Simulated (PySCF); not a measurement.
C6H9N.
Cartesian coordinates in Å at the PBE0-D3(BJ)/def2-SVP level; atoms count from 1:
```
atom  x, y, z in Å
N1     2.0553   -0.8425    0.0337
C2     0.7298   -0.5727   -0.4862
C3     0.6142    0.8718   -0.9137
C4    -0.3134    1.5362   -0.2112
C5    -1.0479    0.6366    0.7172
C6    -1.8243   -0.4666    0.0388
C7    -0.4286   -0.7275    0.5072
H8     2.1363   -1.8170    0.3180
H9     2.2188   -0.2752    0.8641
H10    0.5767   -1.2397   -1.3554
H11    1.2479    1.2906   -1.6982
H12   -0.5536    2.5956   -0.3294
H13   -1.3800    0.9961    1.6954
H14   -2.6362   -0.9383    0.5999
H15   -2.0082   -0.3630   -1.0355
H16   -0.2832   -1.4130    1.3477
```

Linear response at wB97X-D/def2-SVPD (PySCF, frozen core in the response, non-relativistic). One conformer (not necessarily the lowest) at the PBE0-D3(BJ)/def2-SVP geometry, without solvent, vibrations or thermal averaging.

Static isotropic polarisability: 73.61 au (10.91 Å³), principal values 63.5, 73.0, 84.3 au.

(1) What is the polarisability at 1064 nm and at the sodium D line?

(2) What is the isotropic C6 coefficient between two such molecules, C6 = (3/π)∫α(iω)² dω?

(3) Which effective excitation energy ω̄ makes London's formula C6 = (3/4)α²ω̄ exact here?

(4) How many electrons N does the Slater–Kirkwood formula C6 = (3/4)·√N·α^(3/2) need to give this C6?

(5) What three-body coefficient follows from the one-pole estimate C9 = (3/4)·α·C6?

(6) What n − 1 at the D line would an ideal gas of it have at 273.15 K and 1 atm (2.6868 × 10¹⁹ cm⁻³), by n − 1 = 2π·N·α′?

(7) What does −C6/R⁶ come to at R = 10 Å between centres?

## Answers

(1) 74.20 au at 1064 nm (+0.8 %), 75.62 au at 589.3 nm (+2.7 %). The rise at 589.3 nm is 3.38 times that at 1064 nm; a pure ω² law gives 3.26. The lowest singlet lies at 195 nm, shorter than both wavelengths.

(2) 2314 au (Eh·bohr⁶) by a ten-point quadrature over imaginary frequencies, which is 1380 eV·Å⁶ or 133 J·nm⁶/mol.

(3) ω̄ = 4·C6/(3α²) = 0.570 Eh = 15.5 eV. A one-pole form α(ω) = α/(1 − ω²/ω̄²) fitted to the 1064 nm value gives 13.0 eV.

(4) N = (4·C6/3)²/α³ = 23.9; the species has 52 electrons in all.

(5) 128000 au. This is an estimate from the two numbers above, not a computed integral.

(6) 18.92 × 10⁻⁴, a formal value whether or not that pressure can be reached.

(7) -130 J/mol. This is the leading, orientation-averaged term; C8 and higher terms are left out.

Cost: about 80 s of CPU time on one thread; the machine was shared, so the figure is rough. This is the whole response run at wB97X-D/def2-SVPD, SCF included.

wB97X-D is run here without its empirical dispersion term; that term would change no orbital, density or response property at a fixed geometry.
